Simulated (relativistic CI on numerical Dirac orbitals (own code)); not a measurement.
Rh5+: L-alpha,beta X-ray emission

Computed with this model: Dirac-Coulomb-Breit CI, orbitals from a KLI potential per configuration, QED by a radiative potential, valence Slater integrals scaled by 0.9, multiplet model of X-ray emission after core ionisation; configurations [Kr] 4d4 → [He] 2s2 2p5 3s2 3p6 3d10 4s2 4p6 4d4 → [Ar] 3d9 4s2 4p6 4d4; 300 K; Lorentzian 2 eV and Gaussian 0.6 eV FWHM. Energies are those of the free ion, without screening or charge transfer. S is read from ⟨S²⟩ = S(S + 1).

free ion: ground-state S = 1.97, centroid 2745.77 eV. Peaks (eV, height): 2699.2 (100), 2837.8 (42).

Strongest unbroadened transitions for free ion:

```tsv
Energy (eV)	Relative strength
2698.12	8.5
2698.71	24.4
2698.72	14.3
2699.07	3.9
2699.08	9.8
2699.28	4.1
2699.38	100.0
2699.43	7.2
2699.52	17.0
2700.19	6.3
2826.74	3.8
2836.64	10.7
2837.44	9.4
2837.69	22.5
2837.85	3.8
2837.86	5.9
2838.27	5.3
2838.59	13.7
```
